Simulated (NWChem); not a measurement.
System: BHSeCl2; SMILES ClB([SeH])Cl

```xyz
5

B      0.0007    -0.5043     0.0000
Cl     1.5380    -1.3430     0.0000
Cl    -1.4881    -1.4258     0.0000
Se     0.0361     1.4252     0.0000
H     -1.4256     1.5836     0.0000
```
Atoms are numbered in this order, from 1.

Program: NWChem. All runs use the structure optimised with PBE0/def2-SVP. GIAO values for the isolated, static molecule; σ is the absolute isotropic shielding, δ = σ(reference) − σ with the isolated reference molecule computed at the same levels (11B: boron trifluoride, 1H: tetramethylsilane). Spin-orbit effects, on the heavy nuclei and on their neighbours, are missing.

### Question
Estimate the computed values for KT2/pcSseg-1. Quantities: δ B1 (ppm); σ Cl2 (ppm); σ Cl3 (ppm); σ Se4 (ppm); δ H5 (ppm).

### Answer
The δ B1 (ppm) comes out as 45.3 and the σ Cl2 (ppm) is 671.2. The σ Cl3 (ppm) is 633.6 and the σ Se4 (ppm) comes out as 1656.2. The δ H5 (ppm) is 3.18.
